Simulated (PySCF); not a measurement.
Task: Write a Z-matrix for `C=C(C)[C@H]1CC1=C` as optimised with GFN2-xTB.

Result: 
Z-matrix in Å and degrees, rows numbered from 1:
```
C 
C   1  1.3263
C   2  1.4987  1  122.12
C   2  1.4809  1  120.85  3   179.04
C   4  1.5286  2  121.93  1   145.92
C   5  1.4593  4   59.07  2   108.94
C   6  1.3069  4  147.94  5   178.02
H   1  1.0764  2  121.84  3    -0.13
H   1  1.0768  2  121.99  3   179.94
H   3  1.0892  2  110.32  1   129.15
H   3  1.0900  2  110.56  1  -111.48
H   3  1.0865  2  110.57  1     8.36
H   4  1.0853  2  113.21  1     0.43
H   5  1.0810  4  117.58  6   108.88
H   5  1.0801  4  118.78  6  -108.21
H   7  1.0789  6  121.70  4  -178.51
H   7  1.0784  6  121.64  4     1.75
```

The C–C distances run from 1.307 Å (C6=C7, drawn double) to 1.529 Å (C4–C5, drawn single), a spread of 0.222 Å. Of the pairs four or more bonds apart, C6···H10 is among the closest relative to their van der Waals radii: 2.67 Å, 92 % of the sum of Bondi's values. The 3-membered ring C4–C5–C6 has internal angles of 58.1° to 62.8°.

Structure optimised with GFN2-xTB, isolated species.

Point group: C1 (no symmetry element, even within 0.4 Å). No GFN2-xTB frequencies stand behind this structure, so it isn't proved a minimum. The numbers are those of one conformer (C1–C2–C4–C5 146°).

All values are computed, not measured.
